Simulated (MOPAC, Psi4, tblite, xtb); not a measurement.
Dimer CF4 ··· BCl3 (SMILES FC(F)(F)F and ClB(Cl)Cl), singlet at R = 5.60 Å between the centres of mass, closest contact 3.31 Å (a random orientation, not optimised). Geometry in Å and degrees:

```
F
C 1 1.3260
F 2 1.3259 1 109.50
F 2 1.3259 3 109.46 1 -119.98
F 2 1.3261 3 109.46 4 -120.02
Cl 1 3.3092 2 128.47 3 -102.47
B 6 1.7452 1 124.07 2 133.38
Cl 7 1.7452 6 119.99 1 62.79
Cl 7 1.7453 8 120.01 6 -179.93
```

Levels of theory: GFN2-xTB (tblite); SAPT0/jun-cc-pVDZ, frozen core (Psi4); PBE/def2-TZVP, counterpoise-corrected (Psi4); PBE-D3(BJ)/def2-TZVP, counterpoise-corrected (Psi4); HF/aug-cc-pVDZ, counterpoise-corrected (Psi4); MP2/aug-cc-pVDZ = DF-MP2/aug-cc-pVDZ, frozen core, counterpoise-corrected (Psi4); SCS-MP2/aug-cc-pVDZ = DF-SCS-MP2/aug-cc-pVDZ, frozen core, counterpoise-corrected in Psi4; PM3, restricted, heats of formation (MOPAC); PM6, restricted, heats of formation (MOPAC); GFN1-xTB (xtb).

Q: What interaction energy does each level give?

A: 
```json
[
 {"method": "GFN2-xTB", "E_int / kcal/mol": "-0.55"},
 {"method": "PBE-D3(BJ)/def2-TZVP", "E_int / kcal/mol": "-0.45"},
 {"method": "GFN1-xTB", "E_int / kcal/mol": "-0.34"},
 {"method": "MP2/aug-cc-pVDZ", "E_int / kcal/mol": "-0.27"},
 {"method": "PM6", "E_int / kcal/mol": "-0.18"},
 {"method": "SCS-MP2/aug-cc-pVDZ", "E_int / kcal/mol": "-0.08"},
 {"method": "SAPT0/jun-cc-pVDZ", "E_int / kcal/mol": "0.00"},
 {"method": "PBE/def2-TZVP", "E_int / kcal/mol": "0.03"},
 {"method": "PM3", "E_int / kcal/mol": "0.44"},
 {"method": "HF/aug-cc-pVDZ", "E_int / kcal/mol": "0.53"}
]
```
